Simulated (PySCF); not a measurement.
C5H6S2.
Structure used (PBE0-D3(BJ)/def2-SVP), in Å, numbered top down from 1:
```
atom  x, y, z in Å
C1     2.4279    0.2279   -0.2096
S2     1.3121   -1.1715   -0.3765
C3    -0.2448   -0.4064   -0.1151
C4    -1.4466   -1.1836   -0.1628
C5    -2.5638   -0.4293    0.0626
S6    -2.1804    1.2204    0.3346
C7    -0.4959    0.9203    0.1466
H8     3.4414   -0.1669   -0.3614
H9     2.3658    0.6722    0.7951
H10    2.2263    0.9944   -0.9728
H11   -1.4665   -2.2568   -0.3572
H12   -3.6003   -0.7634    0.0830
H13    0.2135    1.7392    0.2407
```

Method: TDDFT wB97X-D/def2-SVPD, vertical, gas phase, core orbitals frozen in the response (PySCF).

Transition dipole moments from the ground state, in atomic units and in the frame of the coordinates above (overall signs are arbitrary), for the states with f of 0.002 or more among the lowest 9:

```tsv
state	E (eV)	μx	μy	μz
S1	5.091	-0.475	0.784	0.181
S4	5.924	-0.508	-0.060	0.028
S5	6.133	-0.021	0.055	-0.301
S6	6.405	0.015	-0.036	0.203
S7	6.434	-1.336	0.449	0.178
S8	6.437	0.042	0.014	-0.194
S9	7.029	0.015	-0.037	0.205
```

(1) What oscillator strength does each state have?

(2) Which bond between heavy atoms lies closest to the direction of the S7 transition dipole?

(3) What angle do the transition dipoles of S1 and S4 make?

(4) What peak molar absorption coefficient would the strongest computed level give as a lone Gaussian band 0.3 eV wide at half height?

## Answers

(1) f = (2/3) ΔE |μ|² with ΔE in hartree (27.2114 eV).

```json
{"state": "S1", "|μ|² (au)": "0.873", "|μ| (D)": "2.38", "f": "0.109"}
{"state": "S4", "|μ|² (au)": "0.263", "|μ| (D)": "1.30", "f": "0.038"}
{"state": "S5", "|μ|² (au)": "0.094", "|μ| (D)": "0.78", "f": "0.014"}
{"state": "S6", "|μ|² (au)": "0.043", "|μ| (D)": "0.53", "f": "0.007"}
{"state": "S7", "|μ|² (au)": "2.018", "|μ| (D)": "3.61", "f": "0.318"}
{"state": "S8", "|μ|² (au)": "0.039", "|μ| (D)": "0.50", "f": "0.006"}
{"state": "S9", "|μ|² (au)": "0.044", "|μ| (D)": "0.53", "f": "0.008"}
```

(2) S2–C3 and S6–C7, at 8° from it; next C4–C5 at 15°.

(3) |cos θ| = |μa·μb| / (|μa| |μb|) = 0.42, so θ ≈ 65° (taken between 0 and 90°, since the signs are arbitrary).

(4) ε(max) = 2.175×10⁸ f / FWHM, with the width in cm⁻¹. S7: 2.175×10⁸ × 0.3181 / 2420 ≈ 29000 L mol⁻¹ cm⁻¹.

The vertical ionisation energy (ΔSCF) is 7.96 eV, 0.94 eV above S9.

One conformer stands for the species.
